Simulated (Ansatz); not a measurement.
`O=[C]([AlH2])O[SiH3]` + `N[SiH2]F` → `F[SiH2][NH][AlH2]` + `O=CO[SiH3]`  (ligand exchange at the Al–C bond)

Isolated molecules relaxed with PBE0-D4/def2-TZVP in Ansatz; ΔE leaves out vibrations. CCSD(T)/CBS is the MP2 limit (def2-TZVPP, def2-QZVPP) plus CCSD(T) − MP2 in def2-TZVPP, frozen cores. DFT in def2-TZVPP. B3LYP here is the variant with VWN-RPA as its local correlation; programs differ in this. Each species was taken in one conformer, which may not be the lowest.

`O=[C]([AlH2])O[SiH3]`:

```xyz
10

O    -0.165    1.041   -1.142
C    -0.238    0.635   -0.006
Al   -0.958    1.739    1.524
O     0.171   -0.615    0.301
Si    0.781   -1.560   -0.972
H    -1.012    1.126    2.980
H    -1.442    3.199    1.169
H    -0.257   -1.791   -2.001
H     1.993   -0.942   -1.554
H     1.127   -2.832   -0.298
```

`N[SiH2]F`:

Z-matrix (Å, degrees):
```
Si
F 1 1.605
N 1 1.696 2 114.6
H 1 1.479 2 105.8 3 -119.3
H 1 1.479 2 105.8 3 119.3
H 3 1.006 1 122.0 2 77.5
H 3 1.006 1 122.0 2 -77.5
```

`F[SiH2][NH][AlH2]`:

```xyz
9

F    -1.731   -0.357   -1.759
Si   -0.188   -0.342   -1.325
N     0.004   -0.530    0.360
Al    0.318    0.723    1.599
H     0.441   -1.459   -2.068
H     0.356    0.980   -1.711
H    -0.104   -1.478    0.698
H     0.431    0.248    3.102
H     0.473    2.214    1.103
```

`O=CO[SiH3]`:

```xyz
8

O    -0.811    0.979    1.358
C    -0.706    1.285    0.205
O    -0.111    0.534   -0.718
Si    0.540   -0.954   -0.222
H    -1.088    2.222   -0.226
H     1.104   -1.498   -1.477
H     1.603   -0.737    0.782
H    -0.532   -1.831    0.297
```

```csv
level,ΔE (kcal/mol)
ωB97M-V,-26.5
r2SCAN,-27.4
B3LYP,-26.3
MP2/def2-TZVPP,-28.3
CCSD/def2-TZVPP,-28.0
MP2/def2-QZVPP,-28.1
SCS-MP2/def2-QZVPP,-28.1
MP2/CBS(def2),-27.9
```

**Question.** What does CCSD(T)/CBS give? (An estimate is asked.)

**Answer.** The calculation gave: -27.1 kcal/mol. The listed levels differ from it by 0.6, -0.3, 0.8, -1.2, -0.9, -1.0, -1.0, -0.8 kcal/mol.

Largest T1 diagnostic among the species: 0.016.

From PBE to PBE0 (25 % exact exchange), in def2-TZVPP and without D4, ΔE moves by −1.5 kcal/mol. In def2-TZVPP, CCSD(T) changes the Hartree–Fock value by +2.0 kcal/mol (the triples alone add +0.4 kcal/mol) and MP2 by +1.2 kcal/mol.
